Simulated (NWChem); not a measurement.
Molecule: tetramethylsilane (C4H12Si); SMILES C[Si](C)(C)C

```xyz
17

C     -0.9989    -1.0690    -1.2069
Si    -0.0003     0.0002    -0.0002
C     -1.1797     0.8390     1.2254
C      1.2242    -1.0936     0.9492
C      0.9529     1.3238    -0.9678
H     -1.5644    -1.8464    -0.6782
H     -0.3460    -1.5713    -1.9314
H     -1.7187    -0.4662    -1.7743
H     -0.6342     1.4677     1.9401
H     -1.7477     0.0994     1.8031
H     -1.9041     1.4803     0.7082
H      0.7045    -1.8727     1.5206
H      1.9237    -1.5950     0.2689
H      1.8190    -0.5056     1.6591
H      1.6454     0.8718    -1.6887
H      0.2724     1.9761    -1.5289
H      1.5434     1.9613    -0.2983
```
Atoms are numbered in this order, from 1.

Program: NWChem. Structure relaxed at the B3LYP/6-31G* (spherical d) level. Not confirmed as a minimum by frequencies. GIAO values for the isolated, static molecule; σ is the absolute isotropic shielding.

For level BHandHLYP/pcSseg-1:

```
Property     Value
-----------  -----
σ Si2 (ppm)  357.6
```

Question: What are these values for level PBE0/pcSseg-2?

Answer: The σ Si2 (ppm) is 340.5.
